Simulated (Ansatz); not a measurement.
Reaction (formal exchange of groups at the Sn–B bond): `C[B](F)[SnH3]` + `CC(O)Cl` → `C[CH](Cl)[SnH3]` + `CB(O)F`

Isolated molecules relaxed with PBE0-D4/def2-TZVP in Ansatz; ΔE leaves out vibrations. CBS: MP2 limit from def2 TZ/QZ plus the TZ coupled-cluster correction, frozen cores. Functionals use def2-TZVPP. def2 core potentials past Kr. For Sn outer-core shells are correlated without core-valence functions, which leaves a few kJ/mol of doubt a bond. Each species was taken in one conformer, which may not be the lowest.

CCSD(T)/CBS gives -2.05 eV.

(1) Another level gave -2.01 eV. Which?
A. B2PLYP/def2-TZVPP
B. r2SCAN/def2-TZVPP
C. SCS-MP2/def2-TZVPP
D. PBE-D4/def2-TZVPP

Largest T1 diagnostic among the species: 0.014.

Results:

(1) A. B2PLYP -2.01, r2SCAN -1.92, PBE-D4 -1.83, SCS-MP2/def2-TZVPP -2.10 eV.

The D4 term adds −0.04 eV with B3LYP and −0.02 eV with PBE0; it sums over pairs of atoms, weighted by their polarisabilities, and B3LYP, whose exchange is more repulsive, gets the larger term. From PBE to PBE0 (25 % exact exchange), in def2-TZVPP and without D4, ΔE moves by −0.08 eV.

B3LYP here is the variant with VWN-RPA as its local correlation; programs differ in this.
